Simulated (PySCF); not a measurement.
## Computed structure and properties of [Hf(CH3)2]2+

System: [Hf(CH3)2]2+ (singlet); start: displaced along the imaginary mode (C2). Method: PySCF 2.14.0, RKS PBE0, Hf def2-SVP with ECP60, C def2-SVP, H def2-SVP; non-relativistic Hamiltonian with scalar-relativistic core potentials where named; density fitting; no spin-orbit coupling.

Input of the relaxation:

```python
mol = gto.M(atom='''
Hf     0.00000     0.00000    -0.20160
C      1.55832     0.01392     1.15673
H      2.51177    -0.20277     0.57636
H      1.66007     1.03695     1.65375
H      1.43768    -0.74676     1.99483
C     -1.55832    -0.01392     1.15673
H     -2.51177     0.20277     0.57636
H     -1.66007    -1.03695     1.65375
H     -1.43768     0.74676     1.99483''',
    basis={'Hf': 'def2-SVP', 'C': 'def2-SVP', 'H': 'def2-SVP'},
    ecp={'Hf': 'def2-SVP'},
    charge=2, spin=0)
mf = dft.RKS(mol, xc='PBE0')
mf.grids.atom_grid = (50, 194)
mf = mf.density_fit()  # fitting sets: Hf def2-universal-JKFIT, C def2-universal-JKFIT, H def2-universal-JKFIT
mf.conv_tol = 1e-08; mf.max_cycle = 55
mf.kernel(dm0)  # dm0: converged density of the start geometry
# quasi-Newton relaxation in Cartesian coordinates to a largest gradient under 0.00045 Eh/bohr, steps kept in the point group
```

Run from Python with OMP_NUM_THREADS=2; the lines above give its settings. Where DIIS fails, smearing, a level shift and second-order steps follow.
It took 8.5 s on 2 threads of AMD EPYC 9R45 96-Core Processor (Zen 5) (shared host), from the converged density of the start.

Course of the relaxation:

```json
{"step": "0", "energy above end (eV)": "0.0554", "largest force component within the symmetry (eV/Å)": "0.694"}
{"step": "1", "energy above end (eV)": "0.0004", "largest force component within the symmetry (eV/Å)": "0.102"}
{"step": "2", "energy above end (eV)": "0.0001", "largest force component within the symmetry (eV/Å)": "0.062"}
{"step": "3", "energy above end (eV)": "0.0000", "largest force component within the symmetry (eV/Å)": "0.010"}
{"step": "4", "energy above end (eV)": "0.0000", "largest force component within the symmetry (eV/Å)": "0.003"}
```

Relaxed geometry (C2):

```xyz
9

Hf    0.0000    0.0000   -0.1972
C     1.5600    0.0149    1.1581
H     2.5005   -0.1992    0.5966
H     1.6673    1.0133    1.6449
H     1.4508   -0.7269    1.9799
C    -1.5600   -0.0149    1.1581
H    -2.5005    0.1992    0.5966
H    -1.6673   -1.0133    1.6449
H    -1.4508    0.7269    1.9799
```

```csv
contact,Å
Hf1–C2 (CH3),2.067
Hf1–C6 (CH3),2.067
```

On the finer grid (75, 302):

| Item | Value |
| --- | --- |
| HOMO | -19.47 eV |
| LUMO | -14.67 eV |
| Dipole about the centre of mass | 0.04 D |
| Set of Mulliken populations of Hf1 outside the core potential | s 2.50, p 6.09, d 1.72, f 0.07 |
| D3(BJ) dispersion energy (not in the energies) | -0.152 eV |

| atom | Mulliken (e) | Löwdin (e) | spin (e) |
| --- | --- | --- | --- |
| Hf1 | 1.61 | 1.43 | 0.00 |
| C2 | -0.49 | -0.15 | 0.00 |
| H3 | 0.22 | 0.14 | 0.00 |
| H4 | 0.23 | 0.15 | 0.00 |
| H5 | 0.23 | 0.15 | 0.00 |
| C6 | -0.49 | -0.15 | 0.00 |
| H7 | 0.22 | 0.14 | 0.00 |
| H8 | 0.23 | 0.15 | 0.00 |
| H9 | 0.23 | 0.15 | 0.00 |

On the grid (50, 194), as all that follows. Harmonic modes: a minimum within the noise of the softest modes; lowest 56 cm⁻¹ (negative: unstable), highest 3060 cm⁻¹, zero-point energy 1.773 eV.

Taking off one CH3 (charge -1, singlet; the rest: singlet) in vacuum, both parts rigid, costs 25.77 eV; the small basis without counterpoise inflates it. Most of it is the attraction of opposite charges; other ways to part are cheaper, and one spin state was tried for the rest.

Rigid scan of CH3 along the line from its metal:

distance to C2 (Å), energy (eV) and a bar:
```
     1.77      1.308 ##############################
     1.87      0.496 ###########
     1.97      0.106 ##
     2.07      0.000 
     2.17      0.078 ##
     2.27      0.271 ######
     2.47      0.819 ###################
```

One start shape was tried, so this needn't be the lowest isomer.
